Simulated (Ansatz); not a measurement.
Energy needed to pull apart AlNH3I (SMILES [NH2][AlH][I]), singlet, into free ground-state atoms, from the structure below (displaced at random from a GFN2-xTB minimum); no zero-point or spin–orbit terms; open-shell atoms are treated unrestricted, in their ground-state multiplicity.

N1  (-0.642, 0.283, -0.751)
Al2  (0.414, -0.034, 0.624)
I3  (1.649, -2.200, 0.930)
H4  (-1.207, 1.182, -0.892)
H5  (-0.766, -0.255, -1.637)
H6  (0.627, 0.970, 1.719)
(Å)

Computed with Ansatz 0.2.0 (basis: def2-TZVPP); correlated methods freeze the cores. Filled d shells of the heavier atoms are correlated. Core potentials replace the inner electrons of the atoms past krypton. The def2 sets are not built for correlating such inner shells, so the correlated values are less sure here.

```csv
method,atomization energy (eV)
PBE-D4,?
r2SCAN-D4,18.24
B97M-V,18.32
PBE0-D4,18.07
wB97X-V,18.35
wB97M-V,?
HF,12.78
MP2,18.04
CCSD,17.44
CCSD(T),17.74
```

Task: What does wB97M-V give? (To be estimated.)

Result: The calculation gives: 18.28 eV, which is about 0.54 eV more than CCSD(T)/def2-TZVPP.

Task: What does PBE-D4 give? (To be estimated.)

Result: The calculation gives: 18.40 eV, which is about 0.66 eV more than CCSD(T)/def2-TZVPP.

In triple zeta the MP2 and coupled-cluster atomization energies are still short of their basis limit by a few kcal/mol a bond, whereas those of the functionals are nearly converged, so these differences are not deviations from converged CCSD(T).

No T1 diagnostic of these runs exceeds 0.010.

For scale, one of the runs: CCSD(T)/def2-TZVPP forces, 165 basis functions (an equivalent command: `ansatz run in.yaml --threads 4`). Time: 96 s of wall clock on 4 CPU threads; the host was shared. Peak host memory: 2.7 GiB.
